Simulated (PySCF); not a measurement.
PySCF input (M06-2X/6-311+G**):

```python
from pyscf import gto, dft

mol = gto.M(
    atom='''
    C    -1.10482799    0.00685239   -0.02645507
    N     0.31271397   -0.00193952    0.00748792
    C     1.47683890   -0.00915969    0.03536285
    H    -1.46003960   -0.68901516   -0.78610308
    H    -1.49901660   -0.29209176    0.94448251
    H    -1.46200701    1.00852736   -0.26424163
    ''',
    basis='6-311+g**',
    charge=0,
    spin=0,
    verbose=4,
)

mf = dft.RKS(mol, xc='m062x')
mf.grids.level = 4
mf.conv_tol = 1e-9
mf.max_cycle = 100
mf.max_memory = 1500
mf.kernel()
if not mf.converged:
    mf = mf.newton()
    mf.kernel(mf.make_rdm1())
mf.dip_moment()
```

Output:

```
PySCF version 2.14.0

[INPUT] verbose = 4
[INPUT] num. atoms = 6
[INPUT] num. electrons = 22
[INPUT] charge = 0
[INPUT] spin (= nelec alpha-beta = 2S) = 0
[INPUT] symmetry False subgroup None
[INPUT] Mole.unit = angstrom
[INPUT] Symbol           X                Y                Z      unit          X                Y                Z       unit  Magmom
[INPUT]  1 C     -1.104827990000   0.006852390000  -0.026455070000 AA   -2.087822315854   0.012949140399  -0.049992836906 Bohr   0.0
[INPUT]  2 N      0.312713970000  -0.001939520000   0.007487920000 AA    0.590943758625  -0.003665161613   0.014150118043 Bohr   0.0
[INPUT]  3 C      1.476838900000  -0.009159690000   0.035362850000 AA    2.790821051104  -0.017309305486   0.066826101484 Bohr   0.0
[INPUT]  4 H     -1.460039600000  -0.689015160000  -0.786103080000 AA   -2.759074975020  -1.302049948073  -1.485519526877 Bohr   0.0
[INPUT]  5 H     -1.499016600000  -0.292091760000   0.944482510000 AA   -2.832730830177  -0.551973429642   1.784813273342 Bohr   0.0
[INPUT]  6 H     -1.462007010000   1.008527360000  -0.264241630000 AA   -2.762792841094   1.905840499531  -0.499344311409 Bohr   0.0

nuclear repulsion = 60.2144983870348
number of shells = 42
number of NR pGTOs = 129
number of NR cGTOs = 84
basis = 6-311+g**
ecp = {}

******** <class 'pyscf.dft.rks.RKS'> ********
method = RKS
initial guess = minao
damping factor = 0
level_shift factor = 0
DIIS = <class 'pyscf.scf.diis.CDIIS'>
diis_start_cycle = 1
diis_space = 8
diis_damp = 0
SCF conv_tol = 1e-09
SCF conv_tol_grad = None
SCF max_cycles = 100
direct_scf = True
direct_scf_tol = 1e-13
XC library pyscf.dft.libxc version 7.1.2
    S. Lehtola, C. Steigemann, M. J. T. Oliveira, and M. A. L. Marques,  SoftwareX 7, 1–5 (2018)
XC functionals = m062x
    Y. Zhao and D. G. Truhlar,  Theor. Chem. Acc. 120, 215 (2008)
    Y. Zhao and D. G. Truhlar,  Theor. Chem. Acc. 120, 215 (2008)
radial grids:
    Treutler-Ahlrichs [JCP 102, 346 (1995); DOI:10.1063/1.469408] (M4) radial grids

becke partition: Becke, JCP 88, 2547 (1988); DOI:10.1063/1.454033
pruning grids: <function nwchem_prune>
grids dens level: 4
symmetrized grids: False
atomic radii adjust function: <function treutler_atomic_radii_adjust>
small_rho_cutoff = 0
Set gradient conv threshold to 3.16228e-05
Initial guess from minao.
tot grids = 132216
init E= -133.006971590651
  HOMO = -0.348734031571781  LUMO = -0.00606858420017967  gap/eV = 9.32440
cycle= 1 E= -132.687364354541  delta_E= 0.32  |g|= 0.188  |ddm|=  1.9
  HOMO = -0.347850213926677  LUMO = -0.000373198652500725  gap/eV = 9.45533
cycle= 2 E= -132.692162115621  delta_E= -0.0048  |g|= 0.149  |ddm|= 0.287
  HOMO = -0.378053402905945  LUMO = 0.00476422189814986  gap/eV = 10.41700
cycle= 3 E= -132.695898102655  delta_E= -0.00374  |g|= 0.0805  |ddm|= 0.131
  HOMO = -0.376168767377426  LUMO = 0.00462709037088777  gap/eV = 10.36198
cycle= 4 E= -132.697209150322  delta_E= -0.00131  |g|= 0.0143  |ddm|= 0.0402
  HOMO = -0.374081543226348  LUMO = 0.00450371600498576  gap/eV = 10.30183
cycle= 5 E= -132.69725079621  delta_E= -4.16e-05  |g|= 0.00235  |ddm|= 0.0111
  HOMO = -0.374038905708056  LUMO = 0.00451332205195367  gap/eV = 10.30093
cycle= 6 E= -132.697252289936  delta_E= -1.49e-06  |g|= 0.000587  |ddm|= 0.00376
  HOMO = -0.374136307738559  LUMO = 0.00448805328819815  gap/eV = 10.30289
cycle= 7 E= -132.697252377269  delta_E= -8.73e-08  |g|= 0.0001  |ddm|= 0.000697
  HOMO = -0.374106270297506  LUMO = 0.00448465973294767  gap/eV = 10.30198
cycle= 8 E= -132.697252380641  delta_E= -3.37e-09  |g|= 2.07e-05  |ddm|= 0.000201
  HOMO = -0.374113952731042  LUMO = 0.0044852211162885  gap/eV = 10.30221
cycle= 9 E= -132.697252380765  delta_E= -1.25e-10  |g|= 1.73e-06  |ddm|= 3.74e-05
  HOMO = -0.37411388901116  LUMO = 0.00448508671452574  gap/eV = 10.30220
Extra cycle  E= -132.697252380767  delta_E= -1.71e-12  |g|= 9.73e-07  |ddm|= 3.59e-06
converged SCF energy = -132.697252380767
Dipole moment(X, Y, Z, Debye): -3.86003,  0.02395, -0.09243
```

The geometry given is a B3LYP-D3(BJ)/def2-TZVP minimum.
